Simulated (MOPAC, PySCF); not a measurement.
Species: C3H6O (charge 0, singlet). SMILES: C[C@H]1CO1
Structure (B3LYP-D3(BJ)/def2-TZVP (Ansatz) minimum search):
```xyz
10

C     -1.5095     0.1353    -0.0295
C     -0.1424    -0.4792    -0.1055
C      1.0242     0.2621    -0.5856
O      0.8383     0.0192     0.8123
H     -2.0569    -0.2511     0.8326
H     -2.0846    -0.1000    -0.9282
H     -1.4388     1.2192     0.0666
H     -0.1200    -1.5621    -0.2107
H      0.9041     1.2970    -0.8935
H      1.8563    -0.2662    -1.0411
```
Charge 0, spin multiplicity 1.

Unscaled harmonic wavenumbers (cm⁻¹) in rising order, each level at the stationary point that it reaches from this structure (no distance between atoms moves by over 0.3 Å); the order of modes can differ between levels, and a negative number is imaginary. B3LYP-D3(BJ)/def2-TZVP (PySCF, at the structure above): 210, 368, 413, 773, 846, 909, 975, 1043, 1131, 1158, 1168, 1190, 1296, 1407, 1441, 1484, 1497, 1532, 3033, 3083, 3091, 3091, 3114, 3167.

AM1 (MOPAC): 117, 355, 442, 860, 949, 962, 1010, 1118, 1137, 1170, 1203, 1259, 1340, 1379, 1388, 1423, 1442, 1699, 3060, 3064, 3139, 3153, 3159, 3187. Zero-point energy 54.3 against 53.5 kcal/mol; where all levels lie over 400 cm⁻¹, the wavenumbers are on average 1.029 times those of B3LYP-D3(BJ)/def2-TZVP.

PM6 (MOPAC): 81, 339, 404, 812, 844, 880, 954, 1024, 1043, 1090, 1124, 1187, 1235, 1243, 1254, 1324, 1331, 1499, 2687, 2696, 2701, 2725, 2755, 2788. Zero-point energy 48.6 against 53.5 kcal/mol; where all levels lie over 400 cm⁻¹, the wavenumbers are on average 0.933 times those of B3LYP-D3(BJ)/def2-TZVP.

PM7 (MOPAC): 91, 346, 418, 845, 899, 909, 978, 1060, 1077, 1129, 1163, 1196, 1279, 1285, 1299, 1377, 1388, 1536, 2671, 2677, 2693, 2731, 2757, 2782. Zero-point energy 49.4 against 53.5 kcal/mol; where all levels lie over 400 cm⁻¹, the wavenumbers are on average 0.956 times those of B3LYP-D3(BJ)/def2-TZVP.
